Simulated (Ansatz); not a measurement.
`F[Si@H]1N[C@@H]1[SiH3]` + `COB(S)OC` → `COB(S)O[SiH3]` + `C[C@@H]1N[Si@@H]1F`  (redistribution)

Calculated with Ansatz (gas phase, PBE0-D4/def2-TZVP geometries, no zero-point term in ΔE). CCSD(T)/CBS adds triple-zeta CCSD(T) − MP2 to the extrapolated MP2 energy (def2 sets, frozen cores). DFT in def2-TZVPP. B3LYP here is the variant with VWN-RPA as its local correlation; programs differ in this. One conformer a species, not always the lowest.

`F[Si@H]1N[C@@H]1[SiH3]`:

```xyz
11

F     0.914   -2.773   -0.994
Si    0.906   -1.310   -0.381
N     0.549   -0.033   -1.426
C    -0.555   -0.230   -0.382
Si   -0.779    1.057    0.944
H     1.957   -1.250    0.646
H     0.969    0.881   -1.499
H    -1.479   -0.589   -0.836
H    -1.820    0.624    1.913
H     0.514    1.257    1.656
H    -1.177    2.368    0.358
```

`COB(S)OC`:

Z-matrix (Å, degrees):
```
C
O 1 1.411
H 1 1.090 2 107.7
H 1 1.094 2 111.1 3 119.3
H 1 1.094 2 111.1 3 -119.3
B 2 1.357 1 122.1 3 179.9
O 6 1.355 2 120.1 1 180.0
S 6 1.830 2 121.0 1 0.0
C 7 1.416 6 120.0 2 0.0
H 8 1.341 6 94.2 2 180.0
H 9 1.090 7 107.3 6 -179.9
H 9 1.093 7 111.1 6 -60.3
H 9 1.093 7 111.1 6 60.6
```

`COB(S)O[SiH3]`:

Z-matrix (Å, degrees):
```
C
O 1 1.415
H 1 1.092 2 108.6
H 1 1.091 2 111.8 3 -120.8
H 1 1.092 2 108.8 3 118.3
B 2 1.352 1 122.4 3 123.8
O 6 1.361 2 121.7 1 0.0
S 6 1.829 2 118.3 1 179.9
Si 7 1.649 6 136.5 2 -175.8
H 8 1.341 6 94.7 2 1.5
H 9 1.485 7 110.5 6 -29.8
H 9 1.484 7 109.3 6 91.2
H 9 1.482 7 107.1 6 -149.9
```

`C[C@@H]1N[Si@@H]1F`:

```xyz
11

C     1.421   -0.535   -0.057
C    -0.026   -0.399    0.332
N    -0.997   -0.224   -0.815
Si   -1.060    1.098    0.224
F    -0.543    2.496   -0.329
H     1.613   -1.510   -0.517
H     1.710    0.235   -0.775
H     2.065   -0.443    0.822
H    -0.340   -1.135    1.077
H    -1.633   -0.965   -1.061
H    -2.211    1.383    1.101
```

| level | ΔE (kcal/mol) |
| --- | --- |
| PBE0-D4 | -32.7 |
| B3LYP-D4 | -34.1 |
| ωB97M-V | -33.7 |
| SCS-MP2/def2-TZVPP | -35.4 |
| CCSD(T)/def2-TZVPP | -34.1 |
| MP2/def2-QZVPP | -35.8 |
| SCS-MP2/def2-QZVPP | -35.8 |
| HF/CBS(def2) | -37.8 |

Q: What does CCSD(T)/CBS give? (An estimate is asked.)

A: The calculation gave: -34.5 kcal/mol. The listed levels differ from it by 1.8, 0.4, 0.8, -0.9, 0.4, -1.3, -1.3, -3.3 kcal/mol.

Largest T1 diagnostic among the species: 0.013.

From PBE to PBE0 (25 % exact exchange), in def2-TZVPP and without D4, ΔE moves by −1.5 kcal/mol. In def2-TZVPP, CCSD(T) changes the Hartree–Fock value by +3.3 kcal/mol (the triples alone add +0.7 kcal/mol) and MP2 by +1.9 kcal/mol.
